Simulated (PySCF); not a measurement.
H2AlBr, singlet, geometry from GFN2-xTB (such geometries of metal compounds can be far from the true shape).

Here is a job for PySCF.
```python
from pyscf import gto, scf, mcscf
import numpy

mol = gto.M(
    atom='''
Al   -0.836494   -1.271356    0.217595
H    -0.412208   -2.322643    1.250431
H    -2.114744   -1.517977   -0.593100
Br    0.382896    0.581950   -0.099602
''',
    basis='def2-svp',
    charge=0,
    spin=0,
    verbose=4,
)

mf = scf.RHF(mol)
mf.kernel()
mc = mcscf.CASSCF(mf, 9, 8)
mc.fix_spin_(ss=0.0)
mc.kernel()
occ = numpy.linalg.eigvalsh(mc.fcisolver.make_rdm1(mc.ci, mc.ncas, mc.nelecas))[::-1]
ss = mc.fcisolver.spin_square(mc.ci, mc.ncas, mc.nelecas)[0]
print('natural occupations', occ.round(4), ' <S^2>', round(ss, 4))
```

Task: Estimate the number of basis functions that CASSCF(8,9)/def2-SVP in PySCF returns for this input.

Result: 60

Task: Predict the nuclear repulsion energy from CASSCF(8,9)/def2-SVP.

Result: 127.8355 Eh

Task: What is the computed natural occupations of the active orbitals (CASSCF(8,9)/def2-SVP)?

Result: 1.99, 1.98, 1.98, 1.97, 0.02, 0.02, 0.02, 0.01, 0.01

Task: Predict the SCF-reference Mulliken (on the basis functions themselves) charges in atom order from CASSCF(8,9)/def2-SVP.

Result: Al1 0.88, H2 -0.25, H3 -0.25, Br4 -0.39
